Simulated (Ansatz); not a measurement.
Reaction (atomization): `[NH2][Al]1[NH][SiH2]1` → Al• + 5 H• + 2 N• + Si•

Gas-phase electronic energies from Ansatz, PBE0-D4/def2-TZVP geometries. CBS: MP2 limit from def2 TZ/QZ plus the TZ coupled-cluster correction, frozen cores. This one scheme is used for every species, atoms too. DFT in def2-TZVPP. Open shells (•) are unrestricted, without spin–orbit coupling. Spin–orbit coupling would lower the free atoms: a little for Al, Si. One conformer a species, not always the lowest.

CCSD(T)/CBS gives +692.8 kcal/mol.

Problem. Another level gave +683.7 kcal/mol. Which?
A. PBE-D4/def2-TZVPP
B. PBE0-D4/def2-TZVPP
C. r2SCANh/def2-TZVPP
D. revPBE/def2-TZVPP

Solution. C. r2SCANh 683.7, revPBE 671.5, PBE0-D4 686.3, PBE-D4 700.9 kcal/mol.

Largest T1 diagnostic among the species: 0.018.

From BLYP to BHLYP (50 % exact exchange), in def2-TZVPP and without D4, ΔE moves by −19.3 kcal/mol: exact exchange takes away binding that semilocal exchange gives to molecules. At CCSD(T), def2-SVP lies −63.4 kcal/mol from the extrapolated value and def2-TZVPP −25.5 kcal/mol: correlation converges slowly with the basis, and small sets miss more of it in the bonded molecule than in its fragments.

For atomizations the MP2-based limit and the directly extrapolated one differ by several kJ/mol either way, and by 10 to 25 for some Ge, Se and Sn compounds, so smaller differences from it don't rank the levels.
